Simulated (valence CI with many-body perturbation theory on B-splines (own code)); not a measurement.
**V¹⁶⁺: key properties**

Calculated by configuration interaction combined with many-body perturbation theory (CI+MBPT): five valence electrons over a frozen Dirac-Fock core [He], a basis of 11 s, 11 p, 10 d, 8 f, 5 g, 2 h functions for each j, with the one-electron correlation potential Σ1, the two-electron term Σ2, the three-electron term Σ3, Breit, model QED; selected CI, second order for the rest, scaled by the run's own slope (own B-spline code, finite nucleus).

No measured levels were compared; by estimate levels of excited configurations hold to 0.05 to 0.15 % of their energy, terms of the ground configuration to about 0.5 %. Among the levels kept, up to 5400 cm⁻¹ of a level comes from second order outside the variational space, and about a tenth of that is noise between levels of different J, which matters for small intervals.

Rates and lifetimes use the calculated energies. Strong lines usually hold to 10 to 20 %, long lifetimes can be off by a factor of two.

Problem. What is the ground level?

Solution. 2s2.2p3 4S°_3/2, composition 95 % 2s2.2p3 4S° + 4 % 2s2.2p3 2P°, g = 1.962.

Problem. Among levels below 826.46 eV, which E1 lines absorb most strongly from the ground level?

Solution. to 2s2.2p2.3d 4P_5/2 at 1.718 nm, f = 0.563; to 2s2.2p2.3d 4P_3/2 at 1.715 nm, f = 0.510; to 2s2.2p2.3d 4P_1/2 at 1.714 nm, f = 0.277.

Problem. What is the ionisation energy?

Solution. 1164.5 eV; NIST lists 1165.2 ± 1.1 eV (semi-empirical).

Problem. Where does the other parity begin?

Solution. At 2s.2p4 4P_5/2, 77.83 eV.

Problem. Name the longest-lived excited levels whose lifetime is computed, and their main decay.

Solution. 2s2.2p3 2D°_5/2 at 17.43 eV lives 4.62 ms, mostly by M1 to 2s2.2p3 4S°_3/2; 2s2.2p3 2D°_3/2 at 15.03 eV lives 300 μs, mostly by M1 to 2s2.2p3 4S°_3/2; 2s2.2p3 2P°_1/2 at 26.27 eV lives 101 μs, mostly by M1 to 2s2.2p3 4S°_3/2.

Problem. How well does LS coupling describe the low levels?

Solution. Among the lowest 20 levels the leading LS term, summed over configurations, holds 92 % on average. For single configurations the figures are 91 % in LS and 74 % in jj coupling. Terms mix most in the J = 3/2 level at 671.91 eV, where the leading one holds 78 %.
